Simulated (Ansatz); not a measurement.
Ansatz (a first-principles code) input (B3LYP-D3(BJ)/def2-TZVP):

Ansatz 0.2 input:
```yaml
crystal:
  periodic: [false, false, false]
  atoms:
    - {symbol: C, position_ang: [-1.55162713, 0.06572842, -0.02812735]}
    - {symbol: C, position_ang: [-0.14645264, -0.39478788, -0.11343163]}
    - {symbol: C, position_ang: [1.07690063, 0.18868366, -0.61610607]}
    - {symbol: O, position_ang: [0.81209283, -0.06544141, 0.80900177]}
    - {symbol: H, position_ang: [-2.05276293, -0.39294038, 0.82583086]}
    - {symbol: H, position_ang: [-2.09595804, -0.20250533, -0.93357936]}
    - {symbol: H, position_ang: [-1.59930526, 1.15659823, 0.09645479]}
    - {symbol: H, position_ang: [1.13582617, 1.24653217, -0.86063746]}
    - {symbol: H, position_ang: [1.84253237, -0.44189869, -1.05409270]}
basis:
  gaussian:
    orbitals: def2-TZVP
hamiltonian:
  xc: b3lyp
  dispersion: d3bj
magnetization: {spin_polarized: true, initial_magnetization: 1}
phonons: {temperatures: {t_min: 298.15, t_max: 298.15, t_step: 100}}
```

Output:

```
Functional definition: B3LYP
integrals: 0.05 GiB planned
911 factors; their error is unknown
mean field: 0.73 GiB planned
mean field evaluation 1: about -5231.9441 eV, gradient 3.9e1 eV
mean field evaluation 2: about -5229.9202 eV, gradient 4.4e1 eV
mean field evaluation 4: about -5238.6945 eV, gradient 3.8e0 eV
mean field evaluation 8: about -5238.7444 eV, gradient 8.1e-2 eV
mean field evaluation 16: about -5238.7297 eV, gradient 1.4e-4 eV
mean field -5238.72970751 eV, -192.5197658124 hartree, gradient 3.5e-5 eV, S^2 0.753138; 0 other end points of the search recorded, 0 dependent functions left out
the calculation of the forces begins
reference -5238.72995362 eV, -192.5197748569 hartree; 16, 15 occupied and 138, 139 virtual orbitals, 911 factors
these checks for a lower state are left out or cut short: stability, starts, cluster_reference, orbital_swaps, neighbouring_geometries, increment
integrals: 0.05 GiB planned
911 factors; their error is unknown
mean field: 0.73 GiB planned
mean field -5238.72952256 eV, -192.5197590156 hartree, gradient 3.0e-6 eV, S^2 0.753140; 0 other end points of the search recorded, 0 dependent functions left out
the calculation of the forces begins
reference -5238.72976875 eV, -192.5197680631 hartree; 16, 15 occupied and 138, 139 virtual orbitals, 911 factors
these checks for a lower state are left out or cut short: stability, starts, cluster_reference, orbital_swaps, neighbouring_geometries, increment
integrals: 0.05 GiB planned
911 factors; their error is unknown
mean field: 0.73 GiB planned
mean field evaluation 32: about -5238.7296 eV, gradient 3.0e-6 eV
mean field -5238.72959449 eV, -192.5197616590 hartree, gradient 3.0e-6 eV, S^2 0.753135; 0 other end points of the search recorded, 0 dependent functions left out
the calculation of the forces begins
reference -5238.72984053 eV, -192.5197707007 hartree; 16, 15 occupied and 138, 139 virtual orbitals, 911 factors
these checks for a lower state are left out or cut short: stability, starts, cluster_reference, orbital_swaps, neighbouring_geometries, increment
integrals: 0.05 GiB planned
911 factors; their error is unknown
mean field: 0.73 GiB planned
mean field -5238.72955153 eV, -192.5197600803 hartree, gradient 3.0e-6 eV, S^2 0.753131; 0 other end points of the search recorded, 0 dependent functions left out
the calculation of the forces begins
reference -5238.72979767 eV, -192.5197691258 hartree; 16, 15 occupied and 138, 139 virtual orbitals, 911 factors
these checks for a lower state are left out or cut short: stability, starts, cluster_reference, orbital_swaps, neighbouring_geometries, increment
integrals: 0.05 GiB planned
911 factors; their error is unknown
mean field: 0.73 GiB planned
mean field -5238.72955850 eV, -192.5197603364 hartree, gradient 3.0e-6 eV, S^2 0.753145; 0 other end points of the search recorded, 0 dependent functions left out
the calculation of the forces begins
reference -5238.72980458 eV, -192.5197693798 hartree; 16, 15 occupied and 138, 139 virtual orbitals, 911 factors
these checks for a lower state are left out or cut short: stability, starts, cluster_reference, orbital_swaps, neighbouring_geometries, increment
integrals: 0.05 GiB planned
911 factors; their error is unknown
mean field: 0.73 GiB planned
mean field -5238.72954147 eV, -192.5197597107 hartree, gradient 3.0e-6 eV, S^2 0.753137; 0 other end points of the search recorded, 0 dependent functions left out
the calculation of the forces begins
reference -5238.72978759 eV, -192.5197687552 hartree; 16, 15 occupied and 138, 139 virtual orbitals, 911 factors
these checks for a lower state are left out or cut short: stability, starts, cluster_reference, orbital_swaps, neighbouring_geometries, increment
integrals: 0.05 GiB planned
[...]
these checks for a lower state are left out or cut short: stability, starts, cluster_reference, orbital_swaps, neighbouring_geometries, increment
integrals: 0.05 GiB planned
911 factors; their error is unknown
mean field: 0.73 GiB planned
mean field -5238.72969668 eV, -192.5197654144 hartree, gradient 3.0e-6 eV, S^2 0.753138; 0 other end points of the search recorded, 0 dependent functions left out
the calculation of the forces begins
reference -5238.72994278 eV, -192.5197744583 hartree; 16, 15 occupied and 138, 139 virtual orbitals, 911 factors
these checks for a lower state are left out or cut short: stability, starts, cluster_reference, orbital_swaps, neighbouring_geometries, increment
integrals: 0.05 GiB planned
911 factors; their error is unknown
mean field: 0.73 GiB planned
mean field -5238.72969011 eV, -192.5197651732 hartree, gradient 3.0e-6 eV, S^2 0.753137; 0 other end points of the search recorded, 0 dependent functions left out
the calculation of the forces begins
reference -5238.72993625 eV, -192.5197742183 hartree; 16, 15 occupied and 138, 139 virtual orbitals, 911 factors
these checks for a lower state are left out or cut short: stability, starts, cluster_reference, orbital_swaps, neighbouring_geometries, increment
integrals: 0.05 GiB planned
911 factors; their error is unknown
mean field: 0.73 GiB planned
mean field -5238.72971446 eV, -192.5197660679 hartree, gradient 3.0e-6 eV, S^2 0.753138; 0 other end points of the search recorded, 0 dependent functions left out
the calculation of the forces begins
reference -5238.72996059 eV, -192.5197751131 hartree; 16, 15 occupied and 138, 139 virtual orbitals, 911 factors
these checks for a lower state are left out or cut short: stability, starts, cluster_reference, orbital_swaps, neighbouring_geometries, increment
integrals: 0.05 GiB planned
911 factors; their error is unknown
mean field: 0.73 GiB planned
mean field evaluation 320: about -5238.7453 eV, gradient 3.9e-1 eV
mean field -5238.72967278 eV, -192.5197645363 hartree, gradient 3.0e-6 eV, S^2 0.753137; 0 other end points of the search recorded, 0 dependent functions left out
the calculation of the forces begins
reference -5238.72991888 eV, -192.5197735802 hartree; 16, 15 occupied and 138, 139 virtual orbitals, 911 factors
these checks for a lower state are left out or cut short: stability, starts, cluster_reference, orbital_swaps, neighbouring_geometries, increment
integrals: 0.05 GiB planned
911 factors; their error is unknown
mean field: 0.73 GiB planned
mean field -5238.72961938 eV, -192.5197625738 hartree, gradient 3.0e-6 eV, S^2 0.753139; 0 other end points of the search recorded, 0 dependent functions left out
the calculation of the forces begins
reference -5238.72986556 eV, -192.5197716208 hartree; 16, 15 occupied and 138, 139 virtual orbitals, 911 factors
these checks for a lower state are left out or cut short: stability, starts, cluster_reference, orbital_swaps, neighbouring_geometries, increment
integrals: 0.05 GiB planned
911 factors; their error is unknown
mean field: 0.73 GiB planned
mean field -5238.72959624 eV, -192.5197617233 hartree, gradient 3.0e-6 eV, S^2 0.753136; 0 other end points of the search recorded, 0 dependent functions left out
the calculation of the forces begins
reference -5238.72984229 eV, -192.5197707654 hartree; 16, 15 occupied and 138, 139 virtual orbitals, 911 factors
these checks for a lower state are left out or cut short: stability, starts, cluster_reference, orbital_swaps, neighbouring_geometries, increment
integrals: 0.05 GiB planned
911 factors; their error is unknown
mean field: 0.73 GiB planned
mean field -5238.72968043 eV, -192.5197648175 hartree, gradient 3.0e-6 eV, S^2 0.753137; 0 other end points of the search recorded, 0 dependent functions left out
the calculation of the forces begins
reference -5238.72992653 eV, -192.5197738614 hartree; 16, 15 occupied and 138, 139 virtual orbitals, 911 factors
these checks for a lower state are left out or cut short: stability, starts, cluster_reference, orbital_swaps, neighbouring_geometries, increment
integrals: 0.05 GiB planned
911 factors; their error is unknown
mean field: 0.73 GiB planned
mean field evaluation 352: about -5238.7297 eV, gradient 7.0e-3 eV
mean field -5238.72969705 eV, -192.5197654282 hartree, gradient 2.9e-6 eV, S^2 0.753138; 0 other end points of the search recorded, 0 dependent functions left out
the calculation of the forces begins
reference -5238.72994318 eV, -192.5197744733 hartree; 16, 15 occupied and 138, 139 virtual orbitals, 911 factors
these checks for a lower state are left out or cut short: stability, starts, cluster_reference, orbital_swaps, neighbouring_geometries, increment
integrals: 0.05 GiB planned
911 factors; their error is unknown
mean field: 0.73 GiB planned
mean field -5238.72966576 eV, -192.5197642783 hartree, gradient 3.0e-6 eV, S^2 0.753139; 0 other end points of the search recorded, 0 dependent functions left out
the calculation of the forces begins
reference -5238.72991193 eV, -192.5197733249 hartree; 16, 15 occupied and 138, 139 virtual orbitals, 911 factors
these checks for a lower state are left out or cut short: stability, starts, cluster_reference, orbital_swaps, neighbouring_geometries, increment
integrals: 0.05 GiB planned
911 factors; their error is unknown
mean field: 0.73 GiB planned
mean field -5238.72963151 eV, -192.5197630193 hartree, gradient 3.0e-6 eV, S^2 0.753137; 0 other end points of the search recorded, 0 dependent functions left out
the calculation of the forces begins
reference -5238.72987756 eV, -192.5197720618 hartree; 16, 15 occupied and 138, 139 virtual orbitals, 911 factors
these checks for a lower state are left out or cut short: stability, starts, cluster_reference, orbital_swaps, neighbouring_geometries, increment
integrals: 0.05 GiB planned
911 factors; their error is unknown
mean field: 0.73 GiB planned
mean field -5238.72965694 eV, -192.5197639540 hartree, gradient 2.9e-6 eV, S^2 0.753138; 0 other end points of the search recorded, 0 dependent functions left out
the calculation of the forces begins
reference -5238.72990302 eV, -192.5197729972 hartree; 16, 15 occupied and 138, 139 virtual orbitals, 911 factors
these checks for a lower state are left out or cut short: stability, starts, cluster_reference, orbital_swaps, neighbouring_geometries, increment
integrals: 0.05 GiB planned
911 factors; their error is unknown
mean field: 0.73 GiB planned
mean field -5238.72966255 eV, -192.5197641603 hartree, gradient 3.0e-6 eV, S^2 0.753137; 0 other end points of the search recorded, 0 dependent functions left out
the calculation of the forces begins
reference -5238.72990870 eV, -192.5197732062 hartree; 16, 15 occupied and 138, 139 virtual orbitals, 911 factors
these checks for a lower state are left out or cut short: stability, starts, cluster_reference, orbital_swaps, neighbouring_geometries, increment
integrals: 0.05 GiB planned
911 factors; their error is unknown
mean field: 0.73 GiB planned
mean field evaluation 384: about -5238.7457 eV, gradient 3.5e-4 eV
mean field -5238.72967169 eV, -192.5197644960 hartree, gradient 3.0e-6 eV, S^2 0.753137; 0 other end points of the search recorded, 0 dependent functions left out
the calculation of the forces begins
reference -5238.72991776 eV, -192.5197735389 hartree; 16, 15 occupied and 138, 139 virtual orbitals, 911 factors
these checks for a lower state are left out or cut short: stability, starts, cluster_reference, orbital_swaps, neighbouring_geometries, increment
integrals: 0.05 GiB planned
911 factors; their error is unknown
mean field: 0.73 GiB planned
mean field -5238.72968678 eV, -192.5197650506 hartree, gradient 3.0e-6 eV, S^2 0.753138; 0 other end points of the search recorded, 0 dependent functions left out
the calculation of the forces begins
reference -5238.72993294 eV, -192.5197740969 hartree; 16, 15 occupied and 138, 139 virtual orbitals, 911 factors
Total energy: -5238.95322758 eV, -192.5279800234 hartree
Atom 0 at    -1.551627     0.065728    -0.028127 Å, force     0.000075    -0.000283    -0.000250 eV/Å
Atom 1 at    -0.146453    -0.394788    -0.113432 Å, force     0.000098     0.000495     0.000027 eV/Å
Atom 2 at     1.076901     0.188684    -0.616106 Å, force    -0.000024    -0.000656     0.000283 eV/Å
Atom 3 at     0.812093    -0.065441     0.809002 Å, force    -0.000197     0.000031    -0.000176 eV/Å
Atom 4 at    -2.052763    -0.392940     0.825831 Å, force     0.000131     0.000084     0.000053 eV/Å
Atom 5 at    -2.095958    -0.202505    -0.933579 Å, force     0.000105     0.000030     0.000064 eV/Å
Atom 6 at    -1.599305     1.156598     0.096455 Å, force    -0.000058     0.000059     0.000092 eV/Å
Atom 7 at     1.135826     1.246532    -0.860637 Å, force    -0.000129     0.000170     0.000034 eV/Å
Atom 8 at     1.842532    -0.441899    -1.054093 Å, force    -0.000002     0.000068    -0.000127 eV/Å
Dipole moment:    -0.140121     0.153990    -0.312987 e Å
Vibrations: 175.57 318.46 371.50 714.31 891.83 909.31 969.66 1079.26 1115.99 1123.62 1179.45 1391.81 1446.65 1469.69 1477.49 1538.76 2973.96 3074.32 3084.19 3113.73 3175.77 cm⁻¹, zero-point energy 1.958661 eV
```

It need not be the lowest isomer of its formula.
